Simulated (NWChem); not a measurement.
## Correlation energy of OSe

```
O
Se 1 1.6566
```
Charge 0, spin multiplicity 3.

The numbers come from NWChem runs, not from measurements. All single points use one geometry, from UB3LYP/def2-SVP, a minimum by its harmonic frequencies.

Basis set: def2-SVP. Each correlation energy counts from its own Hartree-Fock reference.

```csv
method,correlation energy (mHa)
UMP2,-408.3
SCS-UMP2,-375.4
CCSD on UHF,-406.1
CCSD[T] on UHF,-420.9
CCSD(T) on UHF,-419.6
CCSD on ROHF,-420.2
CCSD[T] on ROHF,-437.1
CCSD(T) on ROHF,-435.3
```

The values span 61.7 mHa, from CCSD[T] on ROHF (lowest) to SCS-UMP2 (highest). 

The Hamiltonian is non-relativistic. The correlated methods keep 10 core orbitals frozen. The structure started from a generated list of species. The unpaired electrons of the parent sit in orbitals of symmetry b1 and b2 (C2v labels of the run); other states weren't searched. The stability of the SCF solutions was not checked. Open-shell Hartree-Fock references start from PBE0 orbitals. Coupled-cluster values serve here as a point of comparison, not as the truth.
